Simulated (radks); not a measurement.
Spherical quantum dot in the effective-mass picture: electrons in a parabolic well V = omega^2 r^2 / 2 with omega = 0.137, all in effective atomic units (hartree* = m*/eps^2 hartree, bohr* = eps/m* bohr), one dielectric constant everywhere. Method: non-relativistic Kohn-Sham, LDA (Slater exchange, Perdew-Wang correlation), spin-polarised, spherical densities; computed with a radial shooting solver with Libxc functionals. Levels are named by radial order and angular momentum (1s, 1p, 1d, 2s, ...), and open shells are averaged over m.

N = 18, configuration 1s2 1p6 1d10. This is the lowest configuration that the search found. Occupied and some empty levels:

level,occupation,eigenvalue (hartree*),<r> (bohr*)
1s,2,2.5700,5.966
1p,6,2.6062,7.176
1d,10,2.6506,7.905
2s,0,2.6682,6.179
1f,0,2.7032,8.448
2p,0,2.7366,6.922

Energy (hartree*): total 28.4424, kinetic 1.4027, external 10.037, Hartree 19.627, exchange-correlation -2.6248. Static polarisability (adiabatic kernel): 959.0 bohr*^3, against N/omega^2 = 959.0 from the generalised Kohn theorem.

Electron density:

r (bohr*),n(r) (e/bohr*^3)
0.696,0.002166
1.47,0.002368
2.25,0.002735
3.02,0.003275
3.79,0.003952
4.57,0.004676
5.34,0.005304
6.12,0.005657
6.89,0.005553
7.67,0.004896
8.44,0.003775
9.22,0.002480
9.99,0.001357
10.8,0.0006075
11.5,0.0002237
12.3,0.00006595
13.1,0.00001611
13.9,3.145e-06
14.6,5.153e-07
15.4,6.774e-08
